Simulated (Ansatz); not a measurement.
```yaml
crystal:
  periodic: [false, false, false]
  atoms:
    - {symbol: Ge, position_ang: [-0.320608, 0.867287, -1.097144]}
    - {symbol: S, position_ang: [-0.647068, 0.711994, 1.031064]}
    - {symbol: C, position_ang: [0.216670, -0.898728, 1.233926]}
    - {symbol: H, position_ang: [-0.146648, -1.764705, 0.696259]}
    - {symbol: H, position_ang: [0.335794, -0.948148, 2.499332]}
    - {symbol: H, position_ang: [1.436000, -0.934791, 0.943315]}
    - {symbol: H, position_ang: [1.123838, 0.791643, -1.683091]}
    - {symbol: H, position_ang: [-1.149672, 2.122750, -1.655837]}
    - {symbol: H, position_ang: [-1.075091, -0.370262, -1.707907]}
basis:
  gaussian: {orbitals: cc-pVDZ}
total_charge: -1
magnetization: {spin_polarized: true, initial_magnetization: 1}
hamiltonian: {xc: {name: LC-wPBE}}
output: {forces: true}
```

```sh
$ ansatz run in.yaml --threads 2 --pin off --events-out ev --progress --plain --max-ram 4352MiB
```

Shortened log:

```
Functional definition: LC-wPBE
1154 factors; their error is unknown
350 factors; integrals over basis functions are off by at most 2.3e-5 eV
mean field evaluation 1: about -68472.4763 eV, gradient 1.2e1 eV
mean field evaluation 2: about -68473.3119 eV, gradient 6.2e0 eV
mean field evaluation 4: about -68473.5684 eV, gradient 5.9e-1 eV
mean field evaluation 8: about -68473.6199 eV, gradient 2.9e-1 eV
mean field evaluation 16: about -68473.6173 eV, gradient 2.1e-2 eV
mean field evaluation 32: about -68473.6174 eV, gradient 4.7e-5 eV
mean field -68473.61737795 eV, -2516.3590255548 hartree, gradient 2.5e-5 eV, S^2 0.757679; 6 other end points of the search recorded, 0 dependent functions left out
reference -68473.61737796 eV, -2516.3590255550 hartree; 31, 30 occupied and 58, 59 virtual orbitals, 1154 factors
Total energy: -68473.61737796 eV, -2516.3590255550 hartree
Atom 0 at    -0.320608     0.867287    -1.097144 Å, force     0.551752    -0.154804    -3.385659 eV/Å
Atom 1 at    -0.647068     0.711994     1.031064 Å, force    -1.223911    -0.759766     4.611893 eV/Å
Atom 2 at     0.216670    -0.898728     1.233926 Å, force     4.274280     1.371033     3.276406 eV/Å
Atom 3 at    -0.146648    -1.764705     0.696259 Å, force    -0.906249    -0.517947     0.096176 eV/Å
Atom 4 at     0.335794    -0.948148     2.499332 Å, force    -0.855530    -0.540430    -3.561415 eV/Å
Atom 5 at     1.436000    -0.934791     0.943315 Å, force    -2.854132     0.649976     0.254648 eV/Å
Atom 6 at     1.123838     0.791643    -1.683091 Å, force     0.317459     0.266285    -1.399909 eV/Å
Atom 7 at    -1.149672     2.122750    -1.655837 Å, force     0.603761    -0.528800     0.327980 eV/Å
Atom 8 at    -1.075091    -0.370262    -1.707907 Å, force     0.092571     0.214453    -0.220121 eV/Å
Dipole moment:    -0.007114    -0.132828     0.064331 e Å
```

It took 3.7 s on 2 threads of AMD EPYC 9R45 on a shared host.

LC-ωPBE has ω = 0.4 bohr⁻¹. The highest occupied level of an anion often lies above zero with these methods, and sets without diffuse functions describe the outer electron poorly.

The dipole of an ion depends on the origin.
